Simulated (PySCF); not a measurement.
Does the answer move with the share of exact exchange?

Compound: C3H8O2Si.
SMILES with atom numbers: `[CH2:1]=[CH:2][O:3][CH2:4][O:5][SiH3:6]` (hydrogens: H7, H8 on C1; H9 on C2; H10, H11 on C4; H12, H13, H14 on Si6)

Geometry (PBE0-D3(BJ)/def2-SVP, Å), atoms numbered from 1 in this order:
```xyz
14
C3H8O2Si angstrom
C     -2.357   -0.704    0.173
C     -1.548    0.291   -0.185
O     -0.626    0.822    0.658
C      0.295    1.704    0.088
O      1.242    1.055   -0.686
Si     2.137   -0.248   -0.113
H     -3.102   -1.076   -0.529
H     -2.291   -1.151    1.167
H     -1.585    0.750   -1.182
H      0.758    2.229    0.942
H     -0.220    2.436   -0.561
H      1.337   -1.506   -0.095
H      2.632    0.050    1.267
H      3.278   -0.389   -1.057
```

PySCF, def2-SVPD basis, density fitting, gas phase, PBE0-D3(BJ)/def2-SVP geometry; singlet excitations by full TDDFT with frozen cores, triplets by Tamm–Dancoff TDDFT and ionisation energies by ΔSCF, from the lowest of the holes tried. One functional is left out:

```
functional  exact exchange (%)  HOMO energy (eV)  LUMO energy (eV)  lowest singlet excitation (eV)  lowest triplet excitation (eV)  mean polarisability (au)  vertical ionisation energy (eV)
       LDA                   0             -5.94             -0.89                            5.14                            4.46                      78.5                             9.08
       PBE                   0             -5.75             -0.64                            5.19                            4.27                      77.1                             8.87
      PBE0                  25             -6.94              0.26                            6.27                            4.19                      73.8                             9.07
 BHandHLYP                  50             -8.00              1.03                            6.83                            4.13                      71.4                             9.02
```

Predict the row of B3LYP (20 % exact exchange) by straight lines through the other rows, and check it.

```json
{"property": "HOMO energy (eV)", "line": "-6.71", "computed": "-6.72", "computed − line": "-0.01", "PBE0 (25 %), for comparison": "-6.94"}
{"property": "LUMO energy (eV)", "line": "-0.01", "computed": "0.03", "computed − line": "+0.04", "PBE0 (25 %), for comparison": "0.26"}
{"property": "lowest singlet excitation (eV)", "line": "5.90", "computed": "6.03", "computed − line": "+0.13", "PBE0 (25 %), for comparison": "6.27"}
{"property": "lowest triplet excitation (eV)", "line": "4.26", "computed": "4.25", "computed − line": "-0.01", "PBE0 (25 %), for comparison": "4.19"}
{"property": "mean polarisability (au)", "line": "75.0", "computed": "74.4", "computed − line": "-0.6", "PBE0 (25 %), for comparison": "73.8"}
{"property": "vertical ionisation energy (eV)", "line": "9.01", "computed": "9.10", "computed − line": "+0.09", "PBE0 (25 %), for comparison": "9.07"}
```

Which of these properties follows the share of exact exchange most closely, and which least?

Most closely the HOMO energy, least the vertical ionisation energy; the correlations over the tabulated rows are HOMO energy -0.997, LUMO energy 0.991, lowest singlet excitation 0.987, mean polarisability -0.976, lowest triplet excitation -0.818, vertical ionisation energy 0.287. The HOMO energy moves by -0.432 eV for every 10 %. Functionals with the same share still differ in their other parts: at 0 % LDA and PBE differ by 0.19 eV in it.
